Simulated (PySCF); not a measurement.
**SiI from Hartree–Fock to correlated methods**

State: ²Π (doublet), unpaired electrons π ↑. Set-up: basis Si x2c-SVPall, I x2c-SVPall; spin-free X2C with a Gaussian nucleus; PySCF 2.14. De refers to Si + I in their high-spin ground configurations, without counterpoise correction. The functionals are run spin-unrestricted. A positive dipole means Si(−)I(+).

```
      Level  Re (Å)  ωe (cm⁻¹)  De (eV)  μ (D)  CPU s a point (SCF and correlation, without the integrals)
        UHF   2.483        353     1.94  -1.34                                                         0.2
    UHF-MP2   2.463        365     2.90    n/a                                                        0.33
UHF-SCS-MP2   2.471        359     2.79    n/a                                                         n/a
   UHF-CCSD   2.473        359     2.73    n/a                                                         n/a
UHF-CCSD(T)   2.474        357     2.83    n/a                                                         2.9
        LDA   2.438        369     4.04  -0.20                                                        0.77
        PBE   2.470        354     3.48  -0.30                                                         0.9
     r²SCAN   2.460        360     3.31  -0.39                                                         1.3
       PBE0   2.451        366     3.30  -0.52                                                         1.4
        M06   2.450        365     3.22  -0.34                                                         1.4
  BHandHLYP   2.461        361     2.98  -0.88                                                        0.86
```

The bond length runs from 2.438 Å (LDA) to 2.483 Å (UHF). De spans 1.94 eV (UHF, mean field) to 4.04 eV (LDA, local density). Correlation at CCSD(T) changes the Hartree–Fock bond energy by +0.89 eV; the triples alone change it by +0.10 eV.

Correlated steps freeze 23 core orbitals. Correlated levels converge slowly with the basis: in double zeta they bind strong bonds too weakly, by up to about 1 eV, and carry superposition errors of some tenths. These are scalar-relativistic numbers at best; spin–orbit coupling would shift them, the dissociation energy most. The state was picked by a PBE0 search and need not be the measured ground state.

The whole job (state search and all levels along the bond) took about 2.3 min on 1 thread of Arm Neoverse V1 (shared host), peak memory 0.6 GiB.
